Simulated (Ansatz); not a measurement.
`[SiH3]C1=C[SiH2]1` + `B[SiH](O)F` → `B[SiH](O)[SiH3]` + `FC1=C[SiH2]1`  (redistribution)

Calculated with Ansatz (gas phase, PBE0-D4/def2-TZVP geometries, no zero-point term in ΔE). CBS: MP2 limit from def2 TZ/QZ plus the TZ coupled-cluster correction, frozen cores. DFT in def2-TZVPP. Each species was taken in one conformer, which may not be the lowest.

| level | ΔE (eV) |
| --- | --- |
| r2SCAN0-D4 | 2.47 |
| BHLYP-D4 | 2.63 |
| PBE | 2.13 |
| LC-ωPBE | 2.42 |
| CCSD(T)/def2-SVP | 2.39 |
| HF/def2-TZVPP | 2.78 |
| SCS-MP2/def2-TZVPP | 2.75 |
| MP2/def2-QZVPP | 2.80 |

Q: What does CCSD(T)/CBS give? (An estimate is asked.)

A: Computed: +2.64 eV. The listed levels differ from it by -0.17, -0.01, -0.51, -0.22, -0.25, 0.14, 0.11, 0.16 eV.

Largest T1 diagnostic among the species: 0.014.

From BLYP to BHLYP (50 % exact exchange), in def2-TZVPP and without D4, ΔE moves by +0.28 eV. Leaving LDA and LC-ωPBE aside and taking each functional with its dispersion term where it has one, the values, not all of them listed here, spread over 0.49 eV, from PBE-D4 to BHLYP-D4. LDA lies −0.05 eV from PBE without D4. At CCSD(T), def2-SVP lies −0.25 eV from the extrapolated value and def2-TZVPP −0.05 eV.
